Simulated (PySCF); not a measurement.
## MnBr from Hartree–Fock to correlated methods

State: ⁷Σ⁺ (septet), unpaired electrons σ ↑↑, π ↑↑, δ ↑↑. Set-up: basis Mn def2-TZVPP, Br def2-TZVPP; no relativity; PySCF 2.14. De refers to Mn (3d5 4s2) + Br in their high-spin ground configurations, without counterpoise correction. The functionals are run spin-unrestricted. A positive dipole means Mn(−)Br(+).

| Level | Re (Å) | ωe (cm⁻¹) | De (eV) | μ (D) | CPU s a point (SCF and correlation, without the integrals) |
| --- | --- | --- | --- | --- | --- |
| UHF | 2.471 | 273 | n/a | -3.92 | 3 |
| UHF-MP2 | 2.397 | 287 | n/a | n/a | 6.3 |
| UHF-SCS-MP2 | 2.414 | 283 | n/a | n/a | n/a |
| PBE | 2.378 | 281 | 3.54 | -2.28 | 3.4 |
| PBEsol | 2.351 | 291 | 3.80 | -2.12 | 2.2 |
| BLYP | 2.405 | 269 | 3.05 | -2.40 | 3.1 |
| TPSS | 2.380 | 282 | 3.62 | -2.39 | 4.5 |
| r²SCAN | 2.379 | 289 | 3.77 | -2.74 | 4.3 |
| PBE0 | 2.390 | 285 | 3.40 | -2.96 | 6.2 |
| MN15 | 2.374 | 291 | 3.08 | -2.96 | 6.7 |
| LC-ωPBE | 2.367 | 297 | 3.55 | -2.78 | 6.2 |

The bond length runs from 2.351 Å (PBEsol) to 2.471 Å (UHF). De spans 3.05 eV (BLYP, GGA) to 3.80 eV (PBEsol, GGA).

Correlated steps freeze 14 core orbitals. The metal atom is held in its measured ground configuration; semilocal functionals can put another filling of s and d lower by some tenths of an eV, and De to that atom would be smaller. Spin–orbit coupling is left out. With d or f electrons several states lie close, and the lowest PBE0 determinant need not be the measured ground state.

The whole job (state search and all levels along the bond) took about 9.2 min on 2 threads of Arm Neoverse V1 (shared host), peak memory 4.6 GiB.
